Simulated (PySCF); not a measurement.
C3H8N, doublet, at a GFN2-xTB geometry; HF/STO-3G (PySCF).

PySCF was given this input:
```python
from pyscf import gto, scf

mol = gto.M(
    atom='''
C     1.82249360    0.42793691   -0.09666739
C     0.55432697   -0.40737668    0.01411334
N    -0.59535640    0.39768399   -0.06065427
C    -1.83286018   -0.24865504    0.11188496
H     2.70199571   -0.21038349   -0.06183143
H     1.81986148    0.98100061   -1.03152042
H     1.86845501    1.14159540    0.72112510
H     0.53618423   -1.16596861   -0.79256862
H     0.56416073   -0.99443760    0.95295569
H    -2.37126942    0.24233126    0.93137094
H    -1.77197261   -1.32823517    0.31270060
H    -2.44368277   -0.08112148   -0.78363751
''',
    basis='sto-3g',
    spin=1,
    verbose=4,
)

mf = scf.UHF(mol)
mf.kernel()
mo_i, mo_e, stable_i, stable_e = mf.stability(internal=True, external=True, return_status=True, nroots=6, tol=1e-6)
print('internally stable:', stable_i, ' externally stable:', stable_e)
if not stable_i:
    umf = mf.copy()
    umf.scf_summary = {}
    umf.kernel(umf.make_rdm1(mo_i, mf.mo_occ))
mf.analyze()
```

Output, abridged:

```
PySCF version 2.14.0

[INPUT] verbose = 4
[INPUT] num. atoms = 12
[INPUT] num. electrons = 33
[INPUT] charge = 0
[INPUT] spin (= nelec alpha-beta = 2S) = 1
[INPUT] symmetry False subgroup None
[INPUT] Mole.unit = angstrom
[INPUT] Symbol           X                Y                Z      unit          X                Y                Z       unit  Magmom
[...]
nuclear repulsion = 125.305737205423
number of shells = 20
number of NR pGTOs = 84
number of NR cGTOs = 28
basis = sto-3g
ecp = {}

******** <class 'pyscf.scf.uhf.UHF'> ********
method = UHF
initial guess = minao
damping factor = 0
level_shift factor = 0
DIIS = <class 'pyscf.scf.diis.CDIIS'>
diis_start_cycle = 1
diis_space = 8
diis_damp = 0
SCF conv_tol = 1e-09
SCF conv_tol_grad = None
SCF max_cycles = 50
direct_scf = True
direct_scf_tol = 1e-13
number electrons alpha = 17  beta = 16
Set gradient conv threshold to 3.16228e-05
init E= -171.058565404681

cycle= 1 E= -170.508723837949  delta_E= 0.55  |g|= 0.254  |ddm|= 2.86
cycle= 2 E= -170.569009234016  delta_E= -0.0603  |g|= 0.0852  |ddm|= 0.38
cycle= 3 E= -170.575754415509  delta_E= -0.00675  |g|= 0.0289  |ddm|= 0.136
cycle= 4 E= -170.577023734189  delta_E= -0.00127  |g|= 0.00682  |ddm|= 0.0666
cycle= 5 E= -170.577089789442  delta_E= -6.61e-05  |g|= 0.0031  |ddm|= 0.0146
cycle= 6 E= -170.57710659685  delta_E= -1.68e-05  |g|= 0.00116  |ddm|= 0.00947
cycle= 7 E= -170.577109498903  delta_E= -2.9e-06  |g|= 0.000327  |ddm|= 0.00512
cycle= 8 E= -170.577109676972  delta_E= -1.78e-07  |g|= 0.00016  |ddm|= 0.000912
cycle= 9 E= -170.577109736644  delta_E= -5.97e-08  |g|= 6.08e-05  |ddm|= 0.000638
cycle= 10 E= -170.57710974453  delta_E= -7.89e-09  |g|= 2.21e-05  |ddm|= 0.000216
cycle= 11 E= -170.577109746  delta_E= -1.47e-09  |g|= 1.51e-05  |ddm|= 7.51e-05
cycle= 12 E= -170.577109747157  delta_E= -1.16e-09  |g|= 1.06e-05  |ddm|= 7.75e-05
cycle= 13 E= -170.577109748271  delta_E= -1.11e-09  |g|= 4.22e-06  |ddm|= 0.000127
cycle= 14 E= -170.577109748428  delta_E= -1.57e-10  |g|= 1.69e-06  |ddm|= 5.42e-05
Extra cycle  E= -170.577109748433  delta_E= -4.72e-12  |g|= 1.22e-06  |ddm|= 3.19e-06
converged SCF energy = -170.577109748433  <S^2> = 0.75925623  2S+1 = 2.0092349
uhf_internal: lowest eigs of H = [0.16355455 0.69915769 0.70468055 0.75124111 0.81726676 0.89368586]
<class 'pyscf.scf.uhf.UHF'> wavefunction is stable in the internal stability analysis
uhf_real2complex: lowest eigs of H = [0.08471677 0.36303588 0.51680901 0.52796309 0.5472892  0.54863348]
<class 'pyscf.scf.uhf.UHF'> wavefunction is stable in the real -> complex stability analysis
uhf_external: lowest eigs of H = [3.43939632e-08 8.48360638e-02 3.45348031e-01 3.50563270e-01
 3.75396911e-01 4.08955367e-01]
<class 'pyscf.scf.uhf.UHF'> wavefunction is stable in the UHF/UKS -> GHF/GKS stability analysis
internally stable: True  externally stable: True
**** SCF Summaries ****
Total Energy =                        -170.577109748432832
Nuclear Repulsion Energy =             125.305737205422901
One-electron Energy =                 -478.880642705429182
Two-electron Energy =                  182.997795751573449
Two-electron Coulomb Energy =          208.150171546832240
DFT Exchange-Correlation Energy =      -25.152375795258791
**** MO energy ****
                             alpha | beta                alpha | beta
[...]
To work with the spin densities directly, `use mulliken_meta_spin()` only printing them here.

 ** Mulliken spin pop alpha/beta on meta-lowdin orthogonal AOs **
 ** Mulliken Spin Density (per AO)  **
spin_pop of  0 C 1s       -0.00000
spin_pop of  0 C 2s        0.00137
spin_pop of  0 C 2px       0.00375
spin_pop of  0 C 2py       0.00231
spin_pop of  0 C 2pz       0.00143
spin_pop of  1 C 1s        0.00000
spin_pop of  1 C 2s       -0.01780
spin_pop of  1 C 2px      -0.03061
spin_pop of  1 C 2py      -0.02670
spin_pop of  1 C 2pz      -0.03324
spin_pop of  2 N 1s       -0.00002
spin_pop of  2 N 2s        0.04666
spin_pop of  2 N 2px       0.04562
spin_pop of  2 N 2py       0.04034
spin_pop of  2 N 2pz       0.89700
spin_pop of  3 C 1s        0.00000
spin_pop of  3 C 2s       -0.01716
spin_pop of  3 C 2px      -0.04280
spin_pop of  3 C 2py      -0.01330
spin_pop of  3 C 2pz      -0.03023
spin_pop of  4 H 1s       -0.00211
spin_pop of  5 H 1s       -0.00129
spin_pop of  6 H 1s       -0.00136
spin_pop of  7 H 1s        0.04940
spin_pop of  8 H 1s        0.04154
spin_pop of  9 H 1s        0.04088
spin_pop of  10 H 1s        0.00404
spin_pop of  11 H 1s        0.04227
 ** Mulliken Spin Density (per atom)  **
spin density of  0 C =      0.00886
spin density of  1 C =     -0.10834
spin density of  2 N =      1.02961
spin density of  3 C =     -0.10349
spin density of  4 H =     -0.00211
spin density of  5 H =     -0.00129
spin density of  6 H =     -0.00136
spin density of  7 H =      0.04940
spin density of  8 H =      0.04154
spin density of  9 H =      0.04088
spin density of  10 H =      0.00404
spin density of  11 H =      0.04227
 ** Mulliken pop alpha/beta on meta-lowdin orthogonal AOs **
 ** Mulliken pop       alpha | beta **
[...]
In total            17.00000 | 16.00000
 ** Mulliken atomic charges   ( Nelec_alpha | Nelec_beta ) **
charge of  0C =     -0.10126  (     3.05506      3.04620 )
charge of  1C =      0.00837  (     2.94164      3.04999 )
charge of  2N =     -0.14061  (     4.08511      3.05550 )
charge of  3C =     -0.05556  (     2.97604      3.07953 )
charge of  4H =      0.03348  (     0.48220      0.48432 )
charge of  5H =      0.03925  (     0.47973      0.48102 )
charge of  6H =      0.03802  (     0.48031      0.48167 )
charge of  7H =      0.03082  (     0.50929      0.45989 )
charge of  8H =      0.02817  (     0.50668      0.46514 )
charge of  9H =      0.04685  (     0.49702      0.45613 )
charge of  10H =      0.02563  (     0.48921      0.48516 )
charge of  11H =      0.04685  (     0.49771      0.45544 )
Dipole moment(X, Y, Z, Debye): -0.08302, -1.43854,  0.23385
```
